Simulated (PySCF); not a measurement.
A species of formula C5H7F3O2 has this rotational fingerprint, computed with PBE0-D3(BJ)/def2-SVP geometry optimisation, gas phase in PySCF:

```
Rotational constants : A = 2205, B = 1148, C = 972.6 MHz
Dipole components    : |μa| = 1.20 D, |μb| = 0.03 D, |μc| = 0.93 D
Inertial defect      : -149.93 u·Å²
κ                    : -0.72
```

Question: Which structure is it? (One computed conformer of each.)
A. `[CH3:1][C@@H:2]1[O:3][CH2:4][C:5]([F:6])([F:7])[C@@H:8]([F:9])[O:10]1` with C1–C2–O3–C4 -179°, C2–O3–C4–C5 58°, O3–C4–C5–F6 67°, C4–C5–C8–F9 -72°
B. `[F:1][C:2]([F:3])([F:4])[C@H:5]1[CH2:6][O:7][CH2:8][CH2:9][O:10]1` with C2–C5–C6–O7 176°, C5–C6–O7–C8 -57°, C6–O7–C8–C9 58°, O7–C8–C9–O10 -56°
C. `[CH2:1]=[C:2]([CH2:3][O:4][C:5]([F:6])([F:7])[F:8])[O:9][CH3:10]` with C1–C2–C3–O4 90°, C2–C3–O4–C5 69°, C1–C2–O9–C10 -7°
D. `[F:1][C:2]([F:3])([F:4])[CH:5]1[O:6][CH2:7][CH2:8][CH2:9][O:10]1` with C2–C5–O6–C7 -81°, C5–O6–C7–C8 -51°, O6–C7–C8–C9 53°, C7–C8–C9–O10 -53°

Answer: A. It is C[C@@H]1OCC(F)(F)[C@@H](F)O1, an asymmetric top, point group C1. The candidates at the same level (rigid rotor, commonest isotopes):

| SMILES | A (MHz) | B (MHz) | C (MHz) | μa (D) | μb (D) | μc (D) | Δ (u·Å²) | point group | rotor |
| --- | --- | --- | --- | --- | --- | --- | --- | --- | --- |
| FC(F)(F)[C@H]1COCCO1 | 2642 | 938.4 | 813.9 | 2.20 | 0.18 | 0.34 | -108.89 | C1 | asymmetric top |
| FC(F)(F)C1OCCCO1 | 2358 | 1128 | 994.4 | 2.46 | 0.00 | 0.92 | -154.15 | Cs | asymmetric top |
| C=C(COC(F)(F)F)OC | 2367 | 902.6 | 799.1 | 2.83 | 0.23 | 0.38 | -140.95 | C1 | asymmetric top |
| C[C@@H]1OCC(F)(F)[C@@H](F)O1 | 2205 | 1148 | 972.6 | 1.20 | 0.03 | 0.93 | -149.93 | C1 | asymmetric top |

`FC(F)(F)[C@H]1COCCO1` has A 20 % too high; `FC(F)(F)C1OCCCO1` has A 7 % too high; `C=C(COC(F)(F)F)OC` has B 21 % too low. No structure here is proved a minimum.
